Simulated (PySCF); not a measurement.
Dipole polarisabilities along the halogens, charge +2

Calculated with PySCF 2.14 for the ground configurations, without spin-orbit coupling: coupled response for Hartree-Fock and DFT. Mean α in bohr³, C₆ of like pairs in atomic units.

| species | α UHF | α PBE | α PBE0 | C₆ UHF | C₆ PBE | C₆ PBE0 |
| --- | --- | --- | --- | --- | --- | --- |
| F²⁺ [He] 2s2 2p3 (aug-cc-pV5Z, non-relativistic) | 1.274 | 1.252 | 1.246 | 1.562 | 1.595 | 1.572 |
| Cl²⁺ [Ne] 3s2 3p3 (aug-cc-pV(5+d)Z, non-relativistic) | 5.983 | 5.880 | 5.870 | 21.28 | 20.94 | 20.87 |
| Br²⁺ [Ar] 3d10 4s2 4p3 (aug-cc-pV5Z-PP with ECP10MDF, ECP) | 8.391 | 8.352 | 8.306 | 40.27 | 40.18 | 39.88 |
| I²⁺ [Kr] 4d10 5s2 5p3 (aug-cc-pV5Z-PP with ECP28MDF, ECP) | 14.02 | 13.77 | 13.72 | 96.88 | 94.89 | 94.50 |
